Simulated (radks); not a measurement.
Te IV, configuration [Kr] 4d10 5s2 5p1.

Calculated with a radial shooting solver on a logarithmic mesh with Libxc functionals: Dirac Kohn-Sham, PBE, spin-unpolarised, spherical densities, finite nucleus; open shells are shared between the two j in proportion to 2j + 1; Fermi nuclear charge, rms radius 4.7423 fm.

Energy parts (Ry):
total: -13589.17259
kinetic: 14370.77242
electron-nucleus: -32900.12010
Hartree: 5290.48773
exchange-correlation: -350.31264

Orbitals (lengths in bohr, moments of r in powers of bohr):
| orbital | occ. | eigenvalue (Ry) | <r> | <1/r> | small-component weight |
|---|---|---|---|---|---|
| 1s1/2 | 2 | -2325.204 | 0.02781 | 55.57 | 3.66e-02 |
| 2s1/2 | 2 | -358.4002 | 0.1194 | 12.94 | 7.80e-03 |
| 2p1/2 | 2 | -335.9484 | 0.1008 | 12.93 | 7.83e-03 |
| 2p3/2 | 4 | -315.7733 | 0.1064 | 11.96 | 7.45e-03 |
| 3s1/2 | 2 | -73.15719 | 0.3218 | 4.603 | 2.29e-03 |
| 3p1/2 | 2 | -63.92379 | 0.3122 | 4.513 | 2.24e-03 |
| 3p3/2 | 4 | -60.16324 | 0.3236 | 4.275 | 2.13e-03 |
| 3d3/2 | 4 | -43.87499 | 0.2946 | 4.127 | 2.01e-03 |
| 3d5/2 | 6 | -43.08862 | 0.2983 | 4.066 | 1.98e-03 |
| 4s1/2 | 2 | -14.34085 | 0.7643 | 1.836 | 6.43e-04 |
| 4p1/2 | 2 | -11.16608 | 0.8009 | 1.723 | 5.82e-04 |
| 4p3/2 | 4 | -10.45118 | 0.8293 | 1.647 | 5.49e-04 |
| 4d3/2 | 4 | -5.37942 | 0.9577 | 1.388 | 4.09e-04 |
| 4d5/2 | 6 | -5.27052 | 0.9693 | 1.368 | 4.01e-04 |
| 4f5/2 | 0 | -0.86622 | 3.124 | 0.4269 | 4.72e-05 |
| 4f7/2 | 0 | -0.86507 | 3.134 | 0.4249 | 4.67e-05 |
| 5s1/2 | 2 | -3.13659 | 1.921 | 0.6795 | 1.22e-04 |
| 5p1/2 | 0.333333 | -2.38479 | 2.183 | 0.5916 | 9.51e-05 |
| 5p3/2 | 0.666667 | -2.29496 | 2.253 | 0.5706 | 9.00e-05 |
| 6s1/2 | 0 | -1.22299 | 4.066 | 0.3208 | 3.79e-05 |

The highest occupied level is 5p3/2 at -31.225 eV. The density falls to 0.001 e/bohr^3 at r = 3.61 bohr. The electron density at the nucleus is 2.28e+05 e/bohr^3. For comparison, the ionisation energy in NIST's Atomic Spectra Database is 37.416 eV (measured). In exact Kohn-Sham theory the highest level is minus the ionisation energy, but local and semilocal functionals leave it too shallow, through self-interaction and a potential that decays too fast; potentials with the right tail come closer. Summed over all electrons, <r^2> = 32.79 bohr^2, which gives a Langevin (diamagnetic) susceptibility term of -26 x 10^-6 cm^3/mol.

Beside tabulated values, note that spin-unpolarised runs miss the spin-polarisation part of the exchange energy of open shells.
